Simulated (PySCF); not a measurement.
Method: PySCF with TPSSh-D3(BJ)/def2-TZVPD // CAM-B3LYP-D3(BJ)/def2-TZVPD. All species are isolated molecules in the gas phase. 

Reference species (SMILES): `[SiH2](C)[O-]` (charge -1, multiplicity 1).

| Quantity | Result |
|---|---|
| HOMO | -0.52 eV |

Changed species: `N#C[SiH2][O-]` (X = cyano, proton removed; the reference has X = methyl, proton removed).

Problem. Give the shifts of the HOMO.

Solution. the HOMO falls by 0.93 eV, to -1.45 eV.
